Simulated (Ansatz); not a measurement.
Geometry optimisation, RKS BHLYP/def2-SVP in Ansatz 0.2.0.

The input (input.yaml):

```yaml
crystal:
  periodic: [false, false, false]
  atoms:
    - { symbol: W, position_ang: [-0.067638, -0.189843, -0.216684] }
    - { symbol: F, position_ang: [0.083519, -0.192845, 1.622581] }
    - { symbol: Cl, position_ang: [2.13415, -0.565356, -0.557923] }
    - { symbol: F, position_ang: [0.055276, 1.606079, -0.506765] }
    - { symbol: F, position_ang: [-1.87201, 0.080683, 0.058663] }
    - { symbol: F, position_ang: [-0.392505, -1.997577, -0.10118] }
    - { symbol: F, position_ang: [-0.42868, -0.384155, -2.006915] }
    - { symbol: O, position_ang: [1.727519, 1.659712, 1.594799] }
    - { symbol: H, position_ang: [2.405548, 2.284324, 1.843755] }
    - { symbol: H, position_ang: [1.44672, 1.226678, 2.422369] }
basis:
  gaussian: { orbitals: def2-SVP }
hamiltonian:
  xc: { name: BHLYP }
relax:
  f_tol: 0.03
  max_steps: 50
```

Launched with:

```bash
$ ansatz run input.yaml --threads 4 --pin off --max-ram 5120MiB --backend cpu --events-out ev --progress --plain --runs-dir out
```

Question: Where does it end, and by what steps?

Answer: The run converged. The force dipped under the threshold on the way, but the program's further checks kept it going. After 26 steps the energy has fallen by 0.121 eV; H9 moved furthest, 0.71 Å.

```csv
step,energy less start (eV),largest force component (eV/Å),accepted
0,0.0000,1.098,yes
1,-0.0748,0.225,yes
2,-0.0737,0.968,no
3,-0.0863,0.080,yes
4,-0.0882,0.062,yes
5,-0.0687,1.183,no
6,-0.0940,0.059,yes
7,-0.0948,0.432,yes
8,-0.1021,0.196,yes
9,-0.1007,0.563,no
10,-0.1044,0.035,yes
11,-0.1082,0.099,yes
12,-0.1094,0.080,yes
13,-0.1101,0.208,yes
14,-0.1104,0.242,yes
15,-0.1105,0.282,yes
16,-0.0906,1.578,no
17,-0.1140,0.060,yes
18,-0.1151,0.372,yes
19,-0.1166,0.406,yes
20,-0.1187,0.096,yes
21,-0.1195,0.070,yes
22,-0.1200,0.046,yes
23,-0.1204,0.010,yes
24,-0.1203,0.129,no
25,-0.1205,0.043,yes
26,-0.1205,0.013,yes
```

```xyz
10
Properties=species:S:1:pos:R:3
W -0.093 -0.271 -0.251
F 0.058 -0.289 1.580
Cl 2.079 -0.777 -0.555
F 0.221 1.537 -0.296
F -1.880 0.126 -0.019
F -0.555 -2.046 -0.214
F -0.395 -0.249 -2.060
O 2.189 1.645 1.830
H 1.784 2.460 1.537
H 1.684 1.392 2.600
```

Time of the run: 100 s on 4 threads of Arm Neoverse V2 (shared host), peak memory 0.47 GiB.
